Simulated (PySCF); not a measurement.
Gas-phase reaction: 2 SnF4 + 3 O2 → 2 SnO + 4 F2O

Method: PySCF energies plus ideal-gas RRHO corrections (1 bar). † marks an energy on the PBE0/def2-TZVP geometry and frequencies; other levels use their own. CCSD(T) freezes the core. Open shells (unrestricted): O2 (multiplicity 3); the rest are closed-shell singlets. B3LYP is the form with VWN-RPA correlation. Sn: scalar-relativistic def2 core potential, no spin-orbit coupling. CCSD(T) isn't extrapolated to the basis-set limit. Warning, large T1 diagnostic: SnO (CCSD(T)/def2-SVP†).

| level | ΔH°(298 K), kJ |
|---|---|
| B3LYP/def2-TZVP† | 2239 |
| BLYP/def2-TZVP† | ? |
| CCSD(T)/def2-SVP† | 2317 |
| HF/def2-TZVP† | 2913 |
| M06-2X/def2-TZVP† | ? |
| PBE/def2-SVP | ? |
| PBE/def2-TZVP† | 2089 |
| r2SCAN/def2-TZVP† | ? |

**Question.** Fill in the missing entries.

**Answer.** 
- BLYP/def2-TZVP†, ΔH°(298 K), kJ: 2057
- M06-2X/def2-TZVP†, ΔH°(298 K), kJ: 2473
- PBE/def2-SVP, ΔH°(298 K), kJ: 2044
- r2SCAN/def2-TZVP†, ΔH°(298 K), kJ: 2306
